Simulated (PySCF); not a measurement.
## Mayer bond orders and bond lengths

Compound: PhCHFCH3, C8H9F.
Atom-mapped SMILES: `[CH3:1][C@@H:2]([F:3])[c:4]1[cH:5][cH:6][cH:7][cH:8][cH:9]1` (hydrogens: H10, H11, H12 on C1; H13 on C2; H14 on C5; H15 on C6; H16 on C7; H17 on C8; H18 on C9)

Geometry (GFN2-xTB, Å), atoms numbered from 1 in this order:
```xyz
18
C8H9F angstrom
C     -2.4219    0.3028   -0.6055
C     -1.6271   -0.4097    0.4844
F     -1.9327   -1.7599    0.4381
C     -0.1455   -0.2054    0.3015
C      0.4835    0.8799    0.8973
C      1.8345    1.0982    0.6964
C      2.5686    0.2304   -0.0949
C      1.9464   -0.8549   -0.6867
C      0.5932   -1.0699   -0.4942
H     -3.4835    0.0992   -0.4866
H     -2.1026   -0.0502   -1.5834
H     -2.2505    1.3733   -0.5401
H     -1.9455   -0.0697    1.4792
H     -0.0873    1.5538    1.5205
H      2.3165    1.9451    1.1622
H      3.6246    0.3977   -0.2468
H      2.5150   -1.5366   -1.3018
H      0.1055   -1.9179   -0.9513
```

Bond orders from the PBE0/pcSseg-1 density (PySCF). The structure is a single GFN2-xTB conformer in the gas phase; no vibrational or solvent corrections.

Question: Where do the orders between heavy atoms depart from those drawn in the SMILES?

Answer: The largest departure is 0.125, at C2–F3 (drawn single, 0.875), counting aromatic bonds as 1.5. Drawn single, order below 0.88: C2–F3 (0.875). The bonds drawn aromatic range from 1.39 to 1.44.

Question: Give the Mayer order of every bond between heavy atoms, beside its length.

Answer: 
| bond | drawn as | length (Å) | Mayer order |
| --- | --- | --- | --- |
| C1–C2 | single | 1.526 | 1.022 |
| C2–F3 | single | 1.385 | 0.875 |
| C2–C4 | single | 1.507 | 1.025 |
| C4–C5 | aromatic | 1.389 | 1.387 |
| C5–C6 | aromatic | 1.383 | 1.440 |
| C6–C7 | aromatic | 1.385 | 1.435 |
| C7–C8 | aromatic | 1.384 | 1.432 |
| C8–C9 | aromatic | 1.384 | 1.434 |
| C9–C4 | aromatic | 1.388 | 1.408 |

By pair of heavy elements: C–C: lowest C1–C2 and C2–C4 (1.022, 1.526 Å), highest C5–C6 (1.440, 1.383 Å). Bonds named together lie within 0.004.

Question: And the bonds to hydrogen?

Answer: C–H: 0.95 to 0.97 (9 bonds).

Question: Sum the orders of all bonds at each heavy atom with more than one neighbour and set the sums beside the valence in the SMILES.

Answer: C1 3.899 (drawn 4), C2 3.873 (drawn 4), C4 3.820 (drawn 4), C5 3.801 (drawn 4), C6 3.838 (drawn 4), C7 3.836 (drawn 4), C8 3.831 (drawn 4), C9 3.813 (drawn 4). Orders between atoms that aren't bonded are not in these sums.

The Mayer order sums products of elements of PS (density times overlap matrix) between the two atoms' basis functions, so it depends on the basis set.

These values come from a run that also computed NMR shieldings. On Arm Neoverse V1, one thread, on a shared host, this took 34 s of wall time.
